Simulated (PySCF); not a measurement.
## Excited states of Sr (strontium, neutral)

Ground state [Kr] 5s2, ¹S. Computed with PySCF 2.14 in def2-TZVP with the def2 core potential (28 electrons), with a scalar-relativistic core potential. Vertical excitation energies in eV without spin-orbit coupling; excited terms of each kind are numbered among those the solver found. Frozen: 4s2.

```json
{"term": "1 3P°", "leading excitation": "5s → p", "EOM-EE-CCSD": "1.801", "measured centre of gravity (NIST)": "1.823 (5s5p)"}
{"term": "1 1P°", "leading excitation": "5s → p", "EOM-EE-CCSD": "2.786", "measured centre of gravity (NIST)": "2.690 (5s5p)"}
{"term": "1 3D", "leading excitation": "5s → d", "EOM-EE-CCSD": "2.826", "measured centre of gravity (NIST)": "2.263 (5s4d)"}
{"term": "1 1D", "leading excitation": "5s → d", "EOM-EE-CCSD": "3.058", "measured centre of gravity (NIST)": "2.498 (5s4d)"}
{"term": "1 3S", "leading excitation": "5s → s", "EOM-EE-CCSD": "4.158", "measured centre of gravity (NIST)": "3.600 (5s6s)"}
{"term": "1 1S", "leading excitation": "5s → s", "EOM-EE-CCSD": "4.626", "measured centre of gravity (NIST)": "3.793 (5s6s)"}
{"term": "2 1P°", "leading excitation": "5s → p", "EOM-EE-CCSD": "5.517", "measured centre of gravity (NIST)": "n/a"}
{"term": "2 3P°", "leading excitation": "5s → p", "EOM-EE-CCSD": "5.945", "measured centre of gravity (NIST)": "n/a"}
{"term": "2 3D", "leading excitation": "5s → d", "EOM-EE-CCSD": "5.947", "measured centre of gravity (NIST)": "n/a"}
{"term": "2 1D", "leading excitation": "5s → d", "EOM-EE-CCSD": "6.012", "measured centre of gravity (NIST)": "n/a"}
```

Doubly excited terms such as np² are absent. The solver can miss terms. Rydberg members are limited by the diffuse functions of the basis.
